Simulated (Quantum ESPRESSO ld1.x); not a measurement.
Values are calculated unless marked as measured or tabulated.
These are the eigenvalues of the occupied orbitals of an atom or ion with whole-number occupations (Ry). Code: ld1.x of Quantum ESPRESSO 7.5. Model: non-relativistic Kohn-Sham, PW91, spin-unpolarised, spherical densities, point nucleus.

1s: -184.1378
2s: -22.8993
2p: -18.9835

Which element is it, and in what charge state? The configuration may be excited.

Answer. Z = 16, sulfur, charge +6: S6+ in [Ne]. The list shows which subshells hold electrons but not how many an open one holds; the 1s level, -92.069 hartree, gives Z - s = 13.6 by -(Z - s)^2/2, which with screening narrows Z to a few neighbours, and the depths of the outer levels then fix element, charge and occupations together.
